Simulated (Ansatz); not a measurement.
A nudged elastic band was laid between two geometries of C2H7AlO2 (12 atoms, charge 0, multiplicity 1).

Computed with RHF/6-31G* in Ansatz 0.2.0.

* movable images: 5
* climbing image: yes
* spring: 5.0 eV/Å²
* optimiser: quadratic models (default)
* start path: IDPP
* force threshold: 0.05 eV/Å
* iteration limit: 60
* end points: relaxed

Initial state:

```xyz
12
Properties=species:S:1:pos:R:3
C -1.479 0.859 -0.283
C -0.598 -0.337 0.000
O -0.335 -0.351 1.374
O 0.571 -0.254 -0.731
Al 2.214 -0.290 -0.304
H -0.974 1.764 0.036
H -2.417 0.775 0.254
H -1.679 0.928 -1.345
H -1.110 -1.254 -0.277
H -0.034 -1.210 1.637
H 2.705 -1.203 0.891
H 3.213 0.517 -1.218
```

Final state:

```xyz
12
Properties=species:S:1:pos:R:3
C -1.458 0.760 -0.545
C -0.508 -0.382 -0.260
O -0.644 -0.716 1.092
O 0.789 -0.011 -0.555
Al 2.226 0.007 0.351
H -1.357 1.076 -1.576
H -1.220 1.598 0.102
H -2.482 0.457 -0.361
H -0.764 -1.244 -0.871
H -0.300 -1.585 1.247
H 2.501 -1.116 1.431
H 3.296 1.102 -0.021
```

Q: Which bonds break or form, and what moves?

A: No bond is made or broken. The dihedral H8–C1–C2–O3 goes from 178 to -61°. The two ends are copies of one structure, up to a mirror image or an exchange of like atoms.

Q: What energy profile does the band end with?

A: The forces met the threshold. The highest image is number 3 of 0 to 6, 16.4 kJ/mol above the ends, which have the same energy within 2 meV. A vibrational analysis at the climbing image gives one clearly imaginary mode, 259i cm⁻¹: a first-order saddle point.

```json
{"image": "0", "path coordinate (Å)": "0.00", "energy (kJ/mol)": "0.0", "dihedral H8–C1–C2–O3 (°)": "178"}
{"image": "1", "path coordinate (Å)": "0.59", "energy (kJ/mol)": "2.9", "dihedral H8–C1–C2–O3 (°)": "-166"}
{"image": "2", "path coordinate (Å)": "1.19", "energy (kJ/mol)": "11.5", "dihedral H8–C1–C2–O3 (°)": "-145"}
{"image": "3", "path coordinate (Å)": "1.78", "energy (kJ/mol)": "16.4", "dihedral H8–C1–C2–O3 (°)": "-122"}
{"image": "4", "path coordinate (Å)": "2.37", "energy (kJ/mol)": "11.6", "dihedral H8–C1–C2–O3 (°)": "-98"}
{"image": "5", "path coordinate (Å)": "2.97", "energy (kJ/mol)": "3.1", "dihedral H8–C1–C2–O3 (°)": "-77"}
{"image": "6", "path coordinate (Å)": "3.56", "energy (kJ/mol)": "0.0", "dihedral H8–C1–C2–O3 (°)": "-61"}
```

Q: What is the geometry of the highest image?

A: 
```xyz
12
Properties=species:S:1:pos:R:3
C -1.470 0.809 -0.495
C -0.532 -0.367 -0.218
O -0.603 -0.661 1.150
O 0.764 -0.065 -0.591
Al 2.246 -0.080 0.237
H -0.905 1.649 -0.878
H -1.974 1.106 0.416
H -2.223 0.546 -1.229
H -0.845 -1.242 -0.780
H -0.254 -1.528 1.311
H 2.536 -1.186 1.331
H 3.335 0.964 -0.219
```

Q: What are the harmonic wavenumbers there?

A: 259i, 56, 72, 175, 413, 442, 511, 597, 663, 710, 763, 871, 981, 1081, 1172, 1251, 1313, 1395, 1533, 1546, 1611, 1635, 1639, 2032, 2060, 3204, 3227, 3290, 3311, 4100 cm⁻¹.

The run took 98 s on 1 thread of Intel(R) Xeon(R) Processor @ 2.70GHz, on a shared host, peak memory 0.19 GiB.
